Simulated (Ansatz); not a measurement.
C$_{3}$H$_{2}$N (SMILES [CH]=CC#N), doublet (typed; the unrestricted solution is spin-contaminated), at a GFN2-xTB geometry. Base run: HF/def2-SVP in Ansatz (a first-principles code).

Geometry (Å):
```xyz
6

C     -0.1131    -1.6732     0.0094
C      0.5486    -0.5570    -0.0051
C     -0.0728     0.7168    -0.0023
H      0.0617    -2.7218     0.0118
H      1.6442    -0.4844    -0.0207
N     -0.5545     1.7552    -0.0004
```
Charge 0, spin multiplicity 2.
Orbitals are unrestricted.
All else is at Ansatz's defaults.

Variants of this job, named by their change:

| change | basis functions | E (Eh) | core-seconds (rough) |
|---|---|---|---|
| base | 66 | -168.99109 | 0.9 |
| basis = 3-21G | 40 | -168.17991 | 0.3 |
| basis = 6-31G | 40 | -169.05263 | 0.4 |
| basis = 6-31G* | ___ | ___ | 1 |
| basis = cc-pVDZ | 66 | -169.13716 | 1.0 |
| basis = pcseg-1 | 66 | ___ | 1.0 |
| basis = aug-pcseg-1 | 110 | -169.08445 | 3 |
| basis = aug-cc-pVDZ | 110 | -169.14330 | 4 |
| basis = pcseg-2 | 148 | -169.17512 | 4 |
| basis = def2-TZVPP | 152 | -169.18672 | 6 |
| basis = aug-cc-pVTZ | 230 | -169.18239 | 20 |
| basis = cc-pVQZ | ___ | ___ | 20 |
| basis = def2-QZVPP | 288 | -169.19349 | 20 |

### Question
Some entries are withheld; supply them.

### Answer

- basis = 6-31G*, basis functions: 64
- basis = 6-31G*, E (Eh): -169.12304
- basis = pcseg-1, E (Eh): -169.07531
- basis = cc-pVQZ, basis functions: 280
- basis = cc-pVQZ, E (Eh): -169.19171

Totals compare only among sets that treat the same electrons; sets with core potentials leave the core out.
